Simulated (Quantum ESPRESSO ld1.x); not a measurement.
Results of a calculation; reference values are marked as such.
These are the eigenvalues of the occupied orbitals of an atom or ion with whole-number occupations (Ry). Level of theory: scalar-relativistic Kohn-Sham, LDA (Slater exchange, Perdew-Wang correlation), spin-polarised, spherical densities, point nucleus (ld1.x of Quantum ESPRESSO 7.5).

1s up: -5430.30
1s down: -5430.30
2s up: -949.670
2s down: -949.654
2p up: -827.790
2p down: -827.777
3s up: -224.506
3s down: -224.499
3p up: -188.729
3p down: -188.720
3d up: -148.713
3d down: -148.701
4s up: -50.9663
4s down: -50.9496
4p up: -39.2271
4p down: -39.2102
4d up: -24.6572
4d down: -24.6367
5s up: -11.3240
5s down: -11.1972
4f up: -8.45117
4f down: -8.41818
5p up: -8.26349
5p down: -8.10872
5d up: -4.67862

Which element is it, and in what charge state? The configuration may be excited. Open shells, if any, are filled with parallel spins first.

Answer. Z = 76, osmium, charge +5: Os5+ in [Xe] 4f14 5d3. The list shows which subshells hold electrons but not how many an open one holds; the 1s level, -2715.1 hartree, gives Z - s = 73.7 by -(Z - s)^2/2, which with screening and relativity narrows Z to a few neighbours, and the depths of the outer levels then fix element, charge and occupations together.
